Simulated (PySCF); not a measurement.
**How the method moves the HOMO and LUMO of trichlorofluorosilane**

Compound: trichlorofluorosilane, Cl3FSi.
Structure used (PBE0-D3(BJ)/def2-SVP), in Å, numbered top down from 1:
```xyz
5
Cl3FSi angstrom
F      0.0707   -0.0091    1.5676
Si     0.0981   -0.0197   -0.0342
Cl     1.9227   -0.6639   -0.6335
Cl    -0.2440    1.8665   -0.6926
Cl    -1.3471   -1.2800   -0.6881
```

Basis pcSseg-2 throughout (PySCF), one geometry. Geometry: PBE0-D3(BJ)/def2-SVP; no solvent, vibrations or thermal averaging.

Q: How do the orbital energies, the gap and the dipole change with the method?

A: 
| method | kind | HOMO (eV) | LUMO (eV) | gap (eV) | μ (D) | SCF cycles |
| --- | --- | --- | --- | --- | --- | --- |
| BLYP | GGA | -8.14 | -1.55 | 6.58 | 0.60 | 14 |
| B97-D | GGA | -8.31 | -1.54 | 6.76 | 0.55 | 14 |
| PBE | GGA | -8.32 | -1.66 | 6.66 | 0.59 | 13 |
| OPBE | GGA | -8.37 | -1.50 | 6.87 | 0.54 | 15 |
| BP86 | GGA | -8.41 | -1.74 | 6.67 | 0.57 | 14 |
| KT2 | GGA | -8.42 | -1.83 | 6.59 | 0.62 | 15 |
| KT3 | GGA | -8.45 | -1.75 | 6.71 | 0.60 | 15 |
| LDA | LDA | -8.46 | -1.93 | 6.53 | 0.63 | 13 |
| B3LYP | global hybrid | -9.46 | -0.91 | 8.55 | 0.63 | 13 |
| B97-2 | global hybrid | -9.49 | -0.67 | 8.82 | 0.60 | 14 |
| PBE0 | global hybrid | -9.76 | -0.63 | 9.13 | 0.62 | 13 |
| mPW1PW91 | global hybrid | -9.78 | -0.64 | 9.14 | 0.62 | 13 |
| BHandHLYP | global hybrid | -11.03 | 0.46 | 11.49 | 0.66 | 12 |
| CAM-B3LYP | range-separated hybrid | -11.12 | 0.47 | 11.59 | 0.62 | 12 |
| wB97X-D | range-separated hybrid | -11.64 | 1.19 | 12.83 | 0.60 | 12 |
| LC-wPBE | range-separated hybrid | -12.59 | 1.77 | 14.36 | 0.57 | 12 |
| HF | Hartree–Fock | -13.10 | 3.34 | 16.45 | 0.64 | 10 |

The HOMO spans 4.97 eV, from BLYP down to HF, and the gap runs from 6.53 eV (LDA) to 16.45 eV (HF). Over the methods BLYP (0 %), B97-D (0 %), PBE (0 %), OPBE (0 %), BP86 (0 %), KT2 (0 %), KT3 (0 %), LDA (0 %), B3LYP (20 %), B97-2 (21 %), PBE0 (25 %), mPW1PW91 (25 %), BHandHLYP (50 %), HF (100 %), a straight line through the gap against the share of exact exchange rises by 0.98 eV for each 10 % (correlation coefficient 0.999). The dipole ranges from 0.54 D (OPBE) to 0.66 D (BHandHLYP). This basis has no diffuse functions.
